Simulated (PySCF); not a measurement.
# OsO₂⁻: breathing scan

These are results of UB3LYP in PySCF with Os def2-SVPD with ECP60, O def2-SVPD; scalar-relativistic core potentials, no spin–orbit coupling; density-fitted integrals, not measurements.

Rigid scan from the doublet minimum (Os–O 1.739 Å (×2); O–Os–O 151.6°). Coordinate: all bonds to the central atom scaled together. Energies in kJ/mol from the minimum.

```tsv
scale of all bonds to the centre	E (kJ/mol)	dipole size (D, about the centre of mass)	⟨S²⟩
0.88	336.3	0.03	0.75
0.92	129.9	0.22	0.75
0.96	28.3	0.48	0.75
1.00	0.0	0.72	0.76
1.04	21.7	0.96	0.76
1.08	76.5	1.18	0.76
1.14	194.9	1.51	0.78
1.22	378.5	1.87	0.95
1.35	641.4	2.31	1.83
```

Spin contamination is strong at 1.22, 1.35, so these points are less reliable.

Other spin states or occupations of the open shell can lie lower. Spin–orbit coupling, left out here, can matter for elements this heavy.

Other isomers or separated fragments may lie lower.
